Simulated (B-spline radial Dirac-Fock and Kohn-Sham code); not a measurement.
Al 3p3/2: cross section and angular parameters

System: the Al atom, [Ne] 3s2 3p1; threshold 4.55 eV (orbital energy of the model). These are calculated numbers from a radial atomic solver; the model is Dirac-Hartree-Slater photoionisation with a Latter tail; cross sections with all multipoles, angular parameters from the dipole term and its interference with E2.

Input file task.json (cfg lists n, l and occupation; rrms is the nuclear radius in fm):

```json
{"items": [{
  "Z": 13,
  "q": 0,
  "cfg": [[1, 0, 2], [2, 0, 2], [2, 1, 6], [3, 0, 2], [3, 1, 1]],
  "A": 27,
  "rrms": 3.061,
  "do": "xps",
  "hv": [174.0, 191.0, 214.0, 256.0, 400, 406.0, 563.0, 600, 912.0, 1000, 1020.0, 1100.0, 1253.6, 1350.0, 1690.0, 1720.0, 1960.0, 2080.0, 2740.0, 3730.0, 4000, 5414.7, 9251.7, 9260.0, 9910.0, 11200.0, 11600.0, 12700.0, 15000],
  "edges": {"K": 1559.0, "L1": 117.8, "L2": 72.9, "L3": 72.5}
}]}
```

Command: `python xray2_run.py task.json out`

For linearly polarised light dσ/dΩ = σ/(4π) [1 + β P₂(cos θ) + (δ + γ cos²θ) sin θ cos φ], with θ from the polarisation vector and φ the angle between the beam and the projection of the electron momentum on the plane normal to the polarisation.

```
hν (eV)    σ (kb)      β      γ      δ
    174      8.98  1.588  0.081  0.009
    191      7.39  1.583  0.094  0.009
    214      5.79  1.574  0.111  0.010
    256      3.86  1.552  0.143  0.011
    400      1.27  1.457  0.239  0.016
    406      1.23  1.452  0.242  0.017
    563         ?      ?      ?      ?
    600     0.418  1.324  0.336  0.025
    912     0.122  1.153  0.441  0.040
   1000    0.0921  1.112  0.465  0.044
   1020    0.0867  1.103  0.470  0.045
   1100    0.0686  1.069  0.488  0.049
 1253.6    0.0454  1.009  0.521  0.056
   1350    0.0359  0.974  0.539  0.061
   1690    0.0173  0.869  0.591  0.077
   1720    0.0163  0.860  0.595  0.078
   1960    0.0106  0.799  0.624  0.089
   2080   0.00864  0.772  0.637  0.095
   2740   0.00336  0.649  0.695  0.122
   3730   0.00113  0.523  0.758  0.160
   4000  0.000881  0.497  0.772  0.170
 5414.7  0.000292  0.392  0.837  0.216
 9251.7  3.89e-05  0.237  0.968  0.317
   9260  3.87e-05  0.236  0.968  0.317
   9910  2.98e-05  0.219  0.986  0.332
  11200  1.86e-05  0.187  1.017  0.360
  11600  1.62e-05  0.178  1.025  0.368
  12700  1.14e-05  0.156  1.048  0.390
  15000  5.91e-06  0.115  1.087  0.434
```

Question: Give the values at 563 eV.

Answer: σ = 0.501 kb, β = 1.347, γ = 0.321, δ = 0.024.
